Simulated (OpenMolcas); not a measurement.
## OpenMolcas run: B III

Input:

```
&GATEWAY
Coord
1

B 0.0 0.0 0.0
Basis=ANO-R3
Group=XYZ
NoMove
AngMom=0.0 0.0 0.0
AMFI
&SEWARD
* reference wave functions (RASSCF and RASSI steps not shown): 1 electron in 8 orbitals (2s 2p 3s 3p)
>>> COPY JOB001 $Project.JobIph
&CASPT2
Multistate=1 1
Frozen=0 0
IPEA=0.2
MaxIter=60
WThr=0.0 0.3 0.05
PrWF=0.5
NoMix
>>> COPY JOB002 $Project.JobIph
&CASPT2
Multistate=3 1 2 3
Frozen=0 0
IPEA=0.2
MaxIter=60
WThr=0.0 0.3 0.05
PrWF=0.5
NoMix
```

Launched by
```bash
OMP_NUM_THREADS=1 MOLCAS_MEM=2252 MOLCAS_PROJECT=a pymolcas a.inp > a.log  # once for each step of the input, in one work folder
```

Output, cut to the results:

```
--- CASPT2 ---
Orbital specifications:
      -----------------------

      Symmetry species                           1   2
                                                ag  au
      Frozen orbitals                            0   0
      Inactive orbitals                          1   0
      Active orbitals                            2   6
      Secondary orbitals                        11  13
      Deleted orbitals                           0   0
      Number of basis functions                 14  19
Type of calculation                        SS-CASPT2
      Fock operator                              state-specific
      IPEA shift                                 0.20
      Real shift                                 0.00
      Imaginary shift                            0.00
      The input orbitals will be transformed to quasi-canonical
Reference energy:         -23.3821010151
      E2 (Non-variational):      -0.0074449179
      E2 (Variational):          -0.0074449175
      Total energy:             -23.3895459326
      Residual norm:              0.0000000554
      Reference weight:           0.99954
      Contributions to the CASPT2 correlation energy
      Active & Virtual Only:         -0.0000000000
      One Inactive Excited:          -0.0019677230
      Two Inactive Excited:          -0.0054771949
::    CASPT2 Root  1     Total energy:    -23.38954593
--- CASPT2 ---
Orbital specifications:
      -----------------------

      Symmetry species                           1   2
                                                ag  au
      Frozen orbitals                            0   0
      Inactive orbitals                          1   0
      Active orbitals                            2   6
      Secondary orbitals                        11  13
      Deleted orbitals                           0   0
      Number of basis functions                 14  19
Type of calculation                        MS-CASPT2
      Fock operator                              state-specific
      IPEA shift                                 0.20
      Real shift                                 0.00
      Imaginary shift                            0.00
      The input orbitals will be transformed to quasi-canonical
Reference energy:         -23.1588821473
      E2 (Non-variational):      -0.0085188622
      E2 (Variational):          -0.0085188621
      Total energy:             -23.1674010094
      Residual norm:              0.0000000275
      Reference weight:           0.99946
      Contributions to the CASPT2 correlation energy
      Active & Virtual Only:          0.0000000000
      One Inactive Excited:          -0.0026451566
      Two Inactive Excited:          -0.0058737056
Reference energy:         -23.1588821473
      E2 (Non-variational):      -0.0085188622
      E2 (Variational):          -0.0085188621
      Total energy:             -23.1674010094
      Residual norm:              0.0000000275
      Reference weight:           0.99946
      Contributions to the CASPT2 correlation energy
      Active & Virtual Only:          0.0000000000
      One Inactive Excited:          -0.0026451566
      Two Inactive Excited:          -0.0058737056
::    CASPT2 Root  1     Total energy:    -23.16740101
::    CASPT2 Root  2     Total energy:    -23.16740101
::    CASPT2 Root  3     Total energy:    -23.16740101
::    MS-CASPT2 Root  1     Total energy:    -23.16740101
::    MS-CASPT2 Root  2     Total energy:    -23.16740101
::    MS-CASPT2 Root  3     Total energy:    -23.16740101
```

Levels above the lowest, from the spin-orbit matrix with the single-state CASPT2 energies, averaged by term, on its diagonal:

| Configuration | Term | J | E (cm-1) | Measured (cm-1) | g | Term weight % |
| --- | --- | --- | --- | --- | --- | --- |
| 2s | 2S | 1/2 | 0.0 | 0.0 | 2.002 | 100 |
| 2p | 2P* | 1/2 | 48736 | 48358 | 0.666 | 100 |
| 2p | 2P* | 3/2 | 48765 | 48393 | 1.334 | 100 |

Against the 2 measured excited levels shown (Moore, Atomic Energy Levels, vol. I, NSRDS-NBS 35 (1971 reprint of NBS Circular 467, 1949)) the mean absolute deviation is 370 cm-1; the largest miss in energy is 2p 2P* 1/2: computed 48736, measured 48358 cm-1 (+0.8 %).

With one active electron outside closed inactive shells, the extra shells (3p 3s) add no correlation to the reference. With one active electron, CASPT2 adds the correlation within the correlated inactive shells and between them and that electron, and leaves the splitting within a term as the reference gives it. Computed and measured levels are paired by configuration, term and J; levels that our copy of the source lacks, or whose pairing is in doubt (as where it misses far off the trend of its configuration), stay unpaired and out of the deviations. Levels of configurations outside the active space are missing. The first state left out of the spin-orbit step lies near 190000 cm-1 above the lowest spin-free state of the reference (among the parities and spins computed), and the list stops at four fifths of that energy or lower.

The CASPT2 steps took 0.73 s on 1 thread of Arm Neoverse V2, on a shared host; the integral step is not counted.

The term weight is that of the spin-free term in the level, not the purity of its configuration. * marks odd parity.
